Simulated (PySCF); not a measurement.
Delta-SCF ions had no search for a lower state. Excitations are Tamm–Dancoff values on a coarser integration grid. The basis has no diffuse functions, so Rydberg states are missing or too high.

Cartesian coordinates (Å):
```xyz
22

B      0.0838    -0.2452    -0.0880
C      1.1879     0.1013    -1.1933
H      1.5966    -0.8542    -1.5721
H      2.0514     0.6701    -0.8065
H      0.7901     0.6328    -2.0755
C      0.6022    -0.7938     1.3239
H     -0.1520    -0.7104     2.1253
H      1.5450    -0.3465     1.6827
H      0.8070    -1.8735     1.2029
C     -1.2928    -0.8822    -0.6007
H     -1.1199    -1.9641    -0.7481
H     -1.6535    -0.4988    -1.5705
H     -2.1112    -0.7990     0.1354
C     -1.2600     2.2651    -0.5435
O     -0.5098     1.5419     0.4206
C      0.4364     2.3537     1.0994
H     -0.6080     2.6438    -1.3501
H     -2.0035     1.5822    -0.9664
H     -1.7712     3.1137    -0.0582
H      0.9275     1.7304     1.8536
H     -0.0797     3.1944     1.5933
H      1.1936     2.7492     0.3997
```
Charge 0, spin multiplicity 1.

What T1 excitation (TDA), vertical ionisation energy (Delta-SCF), HOMO, S1–T1 gap (TDA) and charge on the central atom (meta-Löwdin) does M06-2X/def2-TZVP // B3LYP-D3(BJ)/def2-SVP run with PySCF give?


```yaml
T1 excitation (TDA): 7.49 eV
vertical ionisation energy (Delta-SCF): 9.83 eV
HOMO: -8.95 eV
S1–T1 gap (TDA): 0.38 eV
charge on the central atom (meta-Löwdin): 0.22 e
```
